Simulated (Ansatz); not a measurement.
1-butyl-3-methylimidazolium chloride (C8H15ClN2), 26 atoms. Hardware: 4 threads of Arm Neoverse V2 on a shared host.

Correlated methods freeze 15 core orbitals.

Question: How many basis functions does each of these Ansatz runs have, and roughly what does it cost? RPA@PBE/def2-SVP, charge 0 singlet, energy, from earlier orbitals; PBE0-D4/def2-TZVP, charge -1 doublet at the geometry of the charge 0 singlet, energy; PBE-QIDH/def2-TZVP, charge 0 singlet, energy, from earlier orbitals; PBE-D4/def2-TZVP, charge -1 doublet at the geometry of the charge 0 singlet, energy, from earlier orbitals; MP2/def2-SVP, charge 0 singlet, energy, from earlier orbitals; PBE-D4/def2-TZVP, charge 1 doublet at the geometry of the charge 0 singlet, energy, from earlier orbitals; PBE0-D4/def2-TZVP, charge -1 doublet, energy, from earlier orbitals; HF/def2-TZVP, charge 1 doublet at the geometry of the charge 0 singlet, energy, from earlier orbitals; PBE0-D4/def2-TZVP, charge 0 singlet, energy, from earlier orbitals; PBE-D4/def2-TZVP, charge -1 doublet, energy, from earlier orbitals; PBE-D4/def2-SVP, charge -1 doublet, relaxation, 16 steps; PBE-D4/def2-SVP, charge 0 singlet, energy, from earlier orbitals.

Answer: Other jobs shared the machine, so times can vary by a factor of up to 3. A dash marks memory too small to be measured apart from the calling script's.

```json
{"run": "PBE-D4/def2-SVP, charge 0 singlet, energy, from earlier orbitals", "functions": "233", "fitting or Cholesky vectors": "2673", "wall time": "3.8 s", "peak host memory (GiB)": "–"}
{"run": "MP2/def2-SVP, charge 0 singlet, energy, from earlier orbitals", "functions": "233", "fitting or Cholesky vectors": "2405", "wall time": "6.5 s", "peak host memory (GiB)": "–"}
{"run": "RPA@PBE/def2-SVP, charge 0 singlet, energy, from earlier orbitals", "functions": "233", "fitting or Cholesky vectors": "2405", "wall time": "11 s", "peak host memory (GiB)": "–"}
{"run": "PBE0-D4/def2-TZVP, charge 0 singlet, energy, from earlier orbitals", "functions": "437", "fitting or Cholesky vectors": "2678", "wall time": "17 s", "peak host memory (GiB)": "2.1"}
{"run": "PBE-D4/def2-TZVP, charge -1 doublet, energy, from earlier orbitals", "functions": "437", "fitting or Cholesky vectors": "2666", "wall time": "17 s", "peak host memory (GiB)": "1.2"}
{"run": "PBE-D4/def2-TZVP, charge 1 doublet at the geometry of the charge 0 singlet, energy, from earlier orbitals", "functions": "437", "fitting or Cholesky vectors": "2666", "wall time": "17 s", "peak host memory (GiB)": "1.2"}
{"run": "PBE-D4/def2-TZVP, charge -1 doublet at the geometry of the charge 0 singlet, energy, from earlier orbitals", "functions": "437", "fitting or Cholesky vectors": "2666", "wall time": "28 s", "peak host memory (GiB)": "1.3"}
{"run": "PBE-QIDH/def2-TZVP, charge 0 singlet, energy, from earlier orbitals", "functions": "437", "fitting or Cholesky vectors": "2954", "wall time": "34 s", "peak host memory (GiB)": "2.5"}
{"run": "PBE0-D4/def2-TZVP, charge -1 doublet, energy, from earlier orbitals", "functions": "437", "fitting or Cholesky vectors": "2962", "wall time": "35 s", "peak host memory (GiB)": "2.9"}
{"run": "PBE0-D4/def2-TZVP, charge -1 doublet at the geometry of the charge 0 singlet, energy", "functions": "437", "fitting or Cholesky vectors": "2954", "wall time": "51 s", "peak host memory (GiB)": "3"}
{"run": "PBE-D4/def2-SVP, charge -1 doublet, relaxation, 16 steps", "functions": "233", "fitting or Cholesky vectors": "2673", "wall time": "87 s", "peak host memory (GiB)": "–"}
{"run": "HF/def2-TZVP, charge 1 doublet at the geometry of the charge 0 singlet, energy, from earlier orbitals", "functions": "437", "fitting or Cholesky vectors": "3210", "wall time": "2.8 min", "peak host memory (GiB)": "2.8"}
```
